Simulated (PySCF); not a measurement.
**How methods differ on the interval between two levels of Pd**

Pd [Kr] 4d10 → Pd [Kr] 4d9 5p1 [3F4, M_J = 4], as a difference of total energies. Computed with PySCF 2.14 in x2c-TZVPall-2c (8s9p7d1f, 77 functions), with the two-component X2C-1e Hamiltonian. Correlated levels: [Ar] 3d10 frozen; the 6 highest virtual spinors dropped. "Screened" scales the spin-orbit matrix elements by Boettger's factors to mimic the two-electron term; Breit and QED terms are absent.

```tsv
method	interval between two levels (cm⁻¹)
GHF (spin-free)	24671
GMP2 (spin-free)	37132
GHF (screened spin-orbit)	23464
GMP2 (screened spin-orbit)	35889
```

The labels give the starting determinants; with spin-orbit coupling the two ends relaxed to ⟨J²⟩ = 0.00, ⟨L²⟩ = 0.02, ⟨S²⟩ = 0.02 and ⟨J²⟩ = 20.09, ⟨L²⟩ = 12.07, ⟨S²⟩ = 2.03.
